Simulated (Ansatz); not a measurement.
Geometry optimisation, RKS PBE/def2-SVP in Ansatz.

input.yaml

```yaml
crystal:
  periodic: [false, false, false]
  atoms:
    - { symbol: Si, position_ang: [-1.6444, 0.5246, -0.6826] }
    - { symbol: Al, position_ang: [-0.0771, -0.9061, 0.1845] }
    - { symbol: C, position_ang: [1.6412, -0.186, 0.8013] }
    - { symbol: I, position_ang: [2.7399, 0.7931, -0.807] }
    - { symbol: H, position_ang: [-2.8837, -0.2001, -1.1096] }
    - { symbol: H, position_ang: [-2.0586, 1.5756, 0.328] }
    - { symbol: H, position_ang: [-1.1074, 1.2613, -1.8629] }
    - { symbol: H, position_ang: [-0.3356, -2.4519, 0.2633] }
    - { symbol: H, position_ang: [1.5041, 0.5586, 1.6751] }
    - { symbol: H, position_ang: [2.3046, -1.0203, 1.2127] }
basis:
  gaussian: { orbitals: def2-SVP }
hamiltonian:
  xc: pbe
relax:
  f_tol: 0.015
  max_steps: 40
```

Command:

```bash
$ ansatz run input.yaml --threads 2 --pin off --max-ram 3072MiB --backend cpu --events-out ev --progress --plain --runs-dir out
```

Q: Where does it end, and by what steps?

A: The forces met the threshold. The force dipped under the threshold on the way, but the program's further checks kept it going. After 22 steps the energy has fallen by 0.451 eV; H8 moved furthest, 1.17 Å. Joined: Al2–I4 (3.44 → 2.86 Å).

```tsv
step	energy less start (eV)	largest force component (eV/Å)	accepted
0	0.0000	1.814	yes
1	-0.2375	1.070	yes
2	-0.2978	0.322	yes
3	-0.3476	0.266	yes
4	-0.3984	0.252	yes
5	-0.4254	0.082	yes
6	-0.4307	0.039	yes
7	-0.4315	0.059	yes
8	-0.4325	0.045	yes
9	-0.4333	0.040	yes
10	-0.4340	0.092	yes
11	-0.4351	0.101	yes
12	-0.4369	0.158	yes
13	-0.4385	0.143	yes
14	-0.4417	0.101	yes
15	-0.4450	0.099	yes
16	-0.4468	0.134	yes
17	-0.4484	0.084	yes
18	-0.4497	0.007	yes
19	-0.4504	0.018	yes
20	-0.4506	0.063	yes
21	-0.4509	0.020	yes
22	-0.4509	0.009	yes
```

```xyz
10
Properties=species:S:1:pos:R:3
Si -1.678 0.618 -0.725
Al 0.153 -0.915 -0.145
C 1.486 -0.304 1.195
I 2.604 0.498 -0.570
H -3.004 0.119 -0.199
H -1.463 1.995 -0.145
H -1.836 0.773 -2.218
H 0.327 -2.404 -0.706
H 1.308 0.580 1.835
H 2.186 -1.010 1.680
```

Run time: 47 s on 2 threads of Intel(R) Xeon(R) Platinum 8375C CPU @ 2.90GHz (Ice Lake) (shared host), peak memory 0.17 GiB.
